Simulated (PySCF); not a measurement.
Be(F)(Me) (CH3BeF), SMILES [CH3][Be][F].

Geometry: r2SCAN-D4/def2-TZVP.

Method: PySCF with ωB97X/def2-TZVPD.

Isolated molecule, no solvent.

```json
{
 "total_energy": "-154.61574 hartree",
 "point_group": "C3v",
 "highest_occupied_level": "-11.47 eV",
 "lowest_empty_level": "1.32 eV",
 "orbital_gap": "12.79 eV",
 "dipole_moment": "1.32 D",
 "quadrupole, principal values (traceless, Buckingham form, about the centre of nuclear charge)": "-6.49, 3.25, 3.25 D·Å",
 "mean_static_polarisability": "27.9 bohr³ (4.14 Å³)",
 "polarisability_principal_values": "26.0, 26.0, 31.8 bohr³"
}
```
